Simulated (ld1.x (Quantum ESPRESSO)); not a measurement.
## Reading a pseudo-wave (F (Z = 9))

Columns: radius, all-electron u(r) and pseudo u(r) of the 2s shell (level -47.39 eV) of fluorine in the configuration [He] 2s2 2p4; PBE, scalar-relativistic, ultrasoft scheme, ld1.x (Quantum ESPRESSO) 7.5.

```tsv
r (bohr)	all-electron	pseudo
0.068	0.4493	-0.1688
0.135	0.4055	-0.3299
0.202	0.1725	-0.4811
0.270	-0.1141	-0.6203
0.338	-0.3846	-0.7420
0.405	-0.6085	-0.8426
0.473	-0.7850	-0.9243
0.540	-0.9099	-0.9847
0.608	-0.9925	-1.0264
0.675	-1.0372	-1.0492
0.742	-1.0529	-1.0554
0.810	-1.0456	-1.0457
0.878	-1.0208	-1.0208
0.945	-0.9841	-0.9841
1.013	-0.9382	-0.9382
1.080	-0.8876	-0.8876
1.148	-0.8330	-0.8330
1.215	-0.7780	-0.7780
1.283	-0.7223	-0.7223
1.350	-0.6684	-0.6684
1.418	-0.6156	-0.6156
1.485	-0.5659	-0.5659
1.553	-0.5180	-0.5180
1.620	-0.4738	-0.4738
1.688	-0.4318	-0.4318
1.755	-0.3933	-0.3933
```

Question: How many radial nodes do the two functions have?

Answer: The all-electron 2s function has n − l − 1 = 1; the pseudo-wave has 0, since the states of the same l below it are removed with the core.

Question: At about which radius was the pseudo-wave matched?

Answer: 0.85 bohr, where the columns begin to agree (steps of 0.07 bohr).

Question: Is the pseudo-wave norm-conserving?

Answer: No, it belongs to an ultrasoft set: the norm inside the radius is not constrained, and the difference is carried by the augmentation charge.
